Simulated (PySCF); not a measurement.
## How methods differ on the ionisation energy of Sn

Sn [Kr] 4d10 5s2 5p2 (3P) → Sn⁺ [Kr] 4d10 5s2 5p1 (2P), as a difference of total energies. Computed with PySCF 2.14 in aug-cc-pVDZ-PP with ECP28MDF, with scalar relativity through the core potential. Correlated levels: valence: 4s2 4p6 4d10 frozen. The calculations carry no spin-orbit coupling.

Task: Order these methods by the ionisation energy they give, lowest first.
A. SCS-MP2 (valence)
B. MP2 (valence)
C. CCSD (valence)
D. BP86

Result: A (7.027 eV), B (7.087 eV), C (7.117 eV), D (7.385 eV).

Errors of the correlated levels include the incompleteness of this basis and the frozen core.

For comparison: 7.389 eV (measured; NIST levels, between the centres of gravity of the two terms).
